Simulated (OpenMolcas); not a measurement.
Nb3+: moving or changing the point charges

Nb3+ among 6 point charges of -1.7 e arranged as an octahedron (Oh), 2.23 Å from the ion.
```
   2.2300    0.0000    0.0000  -1.70
   0.0000    2.2300    0.0000  -1.70
  -2.2300    0.0000    0.0000  -1.70
   0.0000   -2.2300    0.0000  -1.70
   0.0000    0.0000    2.2300  -1.70
   0.0000    0.0000   -2.2300  -1.70
```

```
Program             : OpenMolcas
Method              : CASSCF
Basis               : ANO-RCC-VDZP [6s5p3d1f]
Scalar Hamiltonian  : DKH2, point nucleus
Active space        : 2 electrons in 5 orbitals (4d)
State averaging     : 2S+1 = 3 even, 10 roots; 2S+1 = 1 even, 15 roots
Spin-orbit coupling : state interaction with AMFI integrals over the reference wave functions
```

Runs around this geometry, states (labels of O, the rotations of Oh). Energies in cm-1 above the lowest state or level, χT in cm3 K/mol; under a threefold ground state the first gap can be a small split of the lowest multiplet, not the spin-orbit step; 10Dq and B are least-squares fits to the states below 45000 cm-1, weighted by degeneracy, with a free offset, and given where the rms deviation is under 5 % of |10Dq| (or 100 cm-1) and under 700 cm-1.

| R (Å) | q (e) | Ground state | First state of that spin | 10Dq | B (rms of fit) | First gap with spin-orbit (degeneracies) | χT at 300 K | First state of another spin |
| --- | --- | --- | --- | --- | --- | --- | --- | --- |
| 2.23 | -0.85 | 3T1 | 3T2 4106 | 4968 | 756 (70) | 161.0 (2, 3) | 0.300 | 1T2 10718 |
| 2.23 | -1.7 | 3T1 | 3T2 8549 | 10159 | 729 (202) | 80.4 (2, 3) | 0.359 | 1T2 10475 |
| 2.33 | -1.7 | 3T1 | 3T2 6857 | 8202 | 745 (161) | 102.3 (2, 3) | 0.337 | 1T2 10620 |

Taking |10Dq| as R^-n, n = -ln(8202 / 10159) / ln(2.33 / 2.23) = 4.9 between the shortest and longest distance. The point-charge formula for a cubic d site gives n = 5.

Scaling the charges by -0.85 / -1.7 = 0.50 scales |10Dq| by 4968 / 10159 = 0.49; with fixed orbitals a first-order splitting would follow the charge.

An orbital triplet at a regular site is open to Jahn-Teller coupling, which can distort the site and quench the lowest spin-orbit gaps and is left out. Without dynamic correlation the repulsion within the d shell is too large (B by tens of per cent), so at a given field states of lower spin stand too high. This field is weak: 10Dq is about 4968 cm-1, while octahedral complexes of 4d ions of charge 3 and more, computed by the same method with explicit ligands, had a median near 25000 cm-1. Ground spin and moment need not be those of a real site (figures for R = 2.23, q = -0.85; the like holds for R = 2.23, q = -1.7, R = 2.33, q = -1.7). This is an electrostatic model: the charges have no orbitals. No measured value stands beside these numbers.
